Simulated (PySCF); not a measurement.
C3H9NSi, SMILES C=CN(C)[SiH3]. Atoms are numbered in the order given.

```xyz
14

C      1.7304    -1.2345     0.4235
C      1.3117     0.0402     0.3285
N      0.0307     0.4880     0.0184
C     -0.2459     1.8969     0.2683
Si    -1.2240    -0.6394    -0.4822
H      1.0635    -2.0921     0.3004
H      2.7809    -1.4464     0.6250
H      2.0340     0.8506     0.4890
H     -1.2096     2.1813    -0.1768
H     -0.2896     2.1345     1.3477
H      0.5322     2.5353    -0.1862
H     -0.7329    -1.4743    -1.6140
H     -1.6477    -1.5602     0.6159
H     -2.3864     0.1908    -0.9003
```
Charge 0, spin multiplicity 1.

Coordinates come from a B3LYP-D3(BJ)/def2-SVP optimisation. The values are those of a single conformer.

These are TDDFT-B3LYP/def2-SVPD run with PySCF values and carry that method's errors.

Vertical excitations. 

| state | energy (eV) | λ (nm) | f | main pairs |
|---|---|---|---|---|
| S1 | 5.10 | 243 | 0.010 | HOMO→LUMO 80 %, HOMO→LUMO+1 13 % |
| S2 | 5.42 | 229 | 0.016 | HOMO→LUMO+2 86 % |
| S3 | 5.71 | 217 | 0.204 | HOMO→LUMO+1 66 %, HOMO→LUMO 16 % |
| S4 | 5.76 | 215 | 0.024 | HOMO→LUMO+3 79 %, HOMO→LUMO+4 14 % |
| S5 | 5.96 | 208 | 0.012 | HOMO→LUMO+4 83 % |
| S6 | 6.29 | 197 | 0.012 | HOMO→LUMO+6 57 %, HOMO→LUMO+5 38 % |
| S7 | 6.39 | 194 | 0.060 | HOMO→LUMO+5 58 %, HOMO→LUMO+6 38 % |
| S8 | 6.77 | 183 | 0.008 | HOMO→LUMO+7 97 % |
| S9 | 7.47 | 166 | 0.041 | HOMO→LUMO+8 97 % |
| S10 | 7.65 | 162 | 0.001 | HOMO→LUMO+9 96 % |
| T1 | 3.90 | 318 | 0 | HOMO→LUMO+1 72 %, HOMO→LUMO 19 % |
| T2 | 5.00 | 248 | 0 | HOMO→LUMO 67 %, HOMO→LUMO+2 18 %, HOMO→LUMO+1 13 % |
| T3 | 5.29 | 234 | 0 | HOMO→LUMO+2 77 % |
| T4 | 5.64 | 220 | 0 | HOMO→LUMO+3 85 % |
Triplets are in the Tamm–Dancoff approximation, which puts them higher than full response would, so one can lie above its singlet here.
